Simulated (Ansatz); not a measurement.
Input file for Ansatz (a first-principles code): U-B3LYP/def2-TZVPPD on HNaO (SMILES [OH][Na]), a point of a bond scan (R = 2.576 Å). Files ending in .json are basis or fitting sets from the Basis Set Exchange.

Ansatz 0.2 input:
```yaml
crystal:
  periodic: [false, false, false]
  atoms:
    - {symbol: Na, position_ang: [-0.00000000, -0.00000000, -0.91728888]}
    - {symbol: O, position_ang: [0.00000000, 0.00000000, 1.01510457]}
    - {symbol: H, position_ang: [0.00000000, 0.00000000, 3.59154336]}
basis:
  gaussian:
    orbitals: def2-TZVPPD.json
hamiltonian:
  xc: {name: B3LYP}
magnetization: {spin_polarized: true, initial_magnetization: 0}
```

The log:

```
WARN ansatz: RAYON_NUM_THREADS=1 ignored (pool sized by the plan → 1); use --threads N
Functional definition: B3LYP
integrals: 0.02 GiB planned
561 factors; their error is unknown
mean field: 0.26 GiB planned
mean field evaluation 1: about -6452.1390 eV, gradient 6.5e1 eV
mean field evaluation 2: about -6258.7621 eV, gradient 1.2e2 eV
mean field evaluation 4: about -6458.5751 eV, gradient 4.1e1 eV
mean field evaluation 8: about -6462.4265 eV, gradient 4.0e1 eV
mean field evaluation 16: about -6474.5324 eV, gradient 1.1e-3 eV
mean field evaluation 32: about -6476.0325 eV, gradient 1.9e0 eV
mean field evaluation 64: about -6281.2147 eV, gradient 1.0e2 eV
mean field evaluation 96: about -6476.0620 eV, gradient 1.8e-5 eV
mean field -6476.06197196 eV, -237.9908878371 hartree, gradient 1.6e-6 eV, S^2 1.006182; 8 other end points of the search recorded, 0 dependent functions left out
reference -6476.06222719 eV, -237.9908972167 hartree; 10, 10 occupied and 82, 82 virtual orbitals, 561 factors
Total energy: -6476.06222719 eV, -237.9908972167 hartree
```

Self-consistency was reached. Its determinant has ⟨S²⟩ = 1.01, a mixture of spin states.

Cost: around 9 core-seconds (rough).
